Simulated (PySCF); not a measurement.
SiCl2, SMILES Cl[Si]Cl (connectivity only; charge and spin as stated), neutral, multiplicity 1. Heavy atoms are numbered as in [Si:1]([Cl:2])[Cl:3].

Geometry optimised at PBE-D3(BJ)/def2-TZVP. The isomer is the one that the SMILES or the coordinates give; other isomers of the formula were not compared.

Method: PBE0/pcSseg-2 (PySCF).

GIAO shieldings, no solvent; atoms alike by connectivity are averaged. δ = σ(ref) − σ: ²⁹Si against TMS (σ = 341.9 ppm); ³⁵Cl against HCl (σ = 943.3 ppm), references at their B3LYP-D3(BJ)/def2-TZVP geometries, non-relativistic (without spin–orbit terms, shifts of atoms bonded to Cl or Br come out too high).

Computed chemical shifts:
| nucleus | atoms | count | δ (ppm) |
|---|---|---|---|
| ²⁹Si | Si1 | 1 | 281.9 |
| ³⁵Cl | Cl2 | 2 | 528.9 |
